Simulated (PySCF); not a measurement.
Species: C₆H₈NO₃ (charge -1).
Structure used (PBE0-D3(BJ)/def2-SVP), in Å, numbered top down from 1:
```xyz
18
C6H8NO3 angstrom
C     -2.7071    0.7155   -0.5863
C     -2.3556    0.1932    0.7995
O     -3.2213    0.2216    1.6803
C     -1.0316   -0.3138    1.0262
C      0.0009   -0.4217    0.0890
O     -0.0335   -0.0734   -1.1236
C      1.2980   -1.0901    0.5943
C      2.6008   -0.4713    0.1124
N      2.5746   -0.1477   -1.2029
O      3.5742   -0.3271    0.8377
H     -2.0083    1.5041   -0.9023
H     -2.5969   -0.0760   -1.3432
H     -3.7415    1.0887   -0.5590
H     -0.8491   -0.6619    2.0465
H      1.2807   -2.1274    0.2115
H      1.3374   -1.1422    1.6892
H      3.3369    0.4344   -1.5272
H      1.5993   -0.0332   -1.5590
```

The calculation used PBE0-D3(BJ)/def2-SVP geometry optimisation, gas phase (PySCF).

Masses are those of the commonest isotopes; rigid-rotor values at the optimised geometry. The values belong to one conformer with, in the numbering `[CH3:1][C:2](=[O:3])/[CH:4]=[C:5](\[O-:6])[CH2:7][C:8]([NH2:9])=[O:10]`, C1–C2–C4–C5 -2°, C4–C5–C7–C8 -140°, C5–C7–C8–N9 -43°, C7–C8–N9–H 168° and 22°.

(1) What are A, B and C (MHz)?

(2) Classify the top.

(3) What does the inertial defect say?

(4) Give the other two planar moments, Paa and Pbb, and the rms extents of the mass along the axes.

(5) Which lines would a microwave search look for?

(6) Estimate the classical rotational partition function at 100 K, 200 K and 500 K.

Results:

(1) Ia = 147.38, Ib = 815.33, Ic = 926.97 u·Å²; 505379 MHz·u·Å²/I gives A = 3429, B = 619.8, C = 545.2 MHz.

(2) A near-prolate asymmetric top; Ray's κ = -0.948.

(3) Not planar: Δ = Ic − Ia − Ib = -35.74 u·Å². For a rigid frame Δ = −2 Σ m c², so Σ m c² = 17.87 u·Å² lies off the ab plane: 5.48 from hydrogen and 12.39 from heavier atoms. The atom farthest from that plane is 1.72 Å away.

(4) Paa = Σ m a² = (Ib + Ic − Ia)/2 = 797.46 and Pbb = Σ m b² = (Ia + Ic − Ib)/2 = 129.51 u·Å². With the mass M = 142.05 u, the rms extents √(P/M) along a, b and c are 2.37, 0.95, 0.35 Å.

(5) The dipole components (about the centre of mass, as the species is charged) are |μa| = 2.94 D, |μb| = 2.50 D, |μc| = 0.61 D. Intensities carry the squares of the components, which stand as 1.00 : 0.72 : 0.04 (a : b : c). Some lines, for components of 0.1 D or more:

| type | branch | J(Ka,Kc) | MHz | lower level (cm⁻¹) |
| --- | --- | --- | --- | --- |
| c | Q | 3(1,3) ← 3(0,3) | 2629 | 0.233 |
| c | Q | 2(1,2) ← 2(0,2) | 2736 | 0.117 |
| b | Q | 1(1,0) ← 1(0,1) | 2884 | 0.039 |
| b | Q | 2(1,1) ← 2(0,2) | 2960 | 0.117 |
| b | Q | 3(1,2) ← 3(0,3) | 3077 | 0.233 |
| b | Q | 4(2,2) ← 4(1,3) | 8191 | 0.496 |
| c | R | 2(2,0) ← 1(1,0) | 10834 | 0.135 |
| c | R | 3(2,2) ← 2(1,2) | 12147 | 0.208 |
| c | Q | 5(3,3) ← 5(2,3) | 14194 | 0.964 |
| b | Q | 3(3,1) ← 3(2,2) | 14233 | 0.613 |
| b | R | 5(2,3) ← 4(1,4) | 14789 | 0.471 |
| b | R | 5(3,3) ← 4(2,2) | 20046 | 0.769 |
| c | R | 4(4,1) ← 3(3,1) | 24586 | 1.088 |

(6) Point group C1, symmetry number σ = 1; q = (√π/σ)·√((kT/h)³/(ABC)), k/h = 20836.6 MHz/K: 157000 at 100 K, 443000 at 200 K, 1750000 at 500 K.

PBE0-D3(BJ)/def2-SVP frequencies: not computed here. The geometry's basis has no diffuse functions, a weakness for an anion. Constants of a rigid frame at the computed geometry: no zero-point averaging, no centrifugal distortion. A rigid rotor knows nothing of inversion at nitrogen or internal rotation, which can split or shift real lines. Quadrupole hyperfine structure (14N) is left out.
